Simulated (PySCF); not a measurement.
A structure optimised at PBE-D3(BJ)/def2-SVP, used in a PySCF frequency run:

```
Si
O 1 1.6805
H 2 0.9826 1 109.20
O 1 1.6830 2 114.70 3 -93.80
H 4 0.9741 1 114.77 2 -70.51
H 1 1.5030 2 106.52 3 144.61
O 3 2.0846 2 133.98 1 -19.64
H 7 0.9729 3 145.38 2 -163.56
Si 7 1.7092 8 117.20 3 -168.20
H 9 1.5088 7 111.35 8 -57.93
H 9 1.5115 10 107.17 7 -121.66
```
Charge 0, spin multiplicity 1.

Problem. Write its SMILES and formula.

Solution. O[SiH2][SiH](O)O, H6O3Si2

Problem. What are its rotational constants (standard atomic weights)?

Solution. 4.4543, 2.1056, 1.6975 GHz
